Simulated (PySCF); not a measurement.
C2H6F2Si, SMILES C[Si](F)(F)C. Heavy atoms are numbered as in [CH3:1][Si:2]([CH3:3])([F:4])[F:5]. Hydrogens are named by the atom that carries them.

Geometry: B3LYP-D3(BJ)/def2-SVP.

Method: PBE/pcSseg-1 in PySCF.

GIAO shieldings, no solvent; atoms alike by connectivity are averaged. δ = σ(ref) − σ: ¹³C against TMS (σ = 182.0 ppm); ²⁹Si against TMS (σ = 335.4 ppm); ¹⁹F against CFCl3 (σ = 133.6 ppm); ¹H against TMS (σ = 31.49 ppm), references at their B3LYP-D3(BJ)/def2-TZVP geometries, non-relativistic.

Computed chemical shifts:
```
nucleus     atoms  count  δ (ppm)
-------  --------  -----  -------
¹³C      C1 (CH3)      2     -0.1
²⁹Si          Si2      1     21.3
¹⁹F            F4      2   -168.3
¹H        H on C1      6     0.52
```
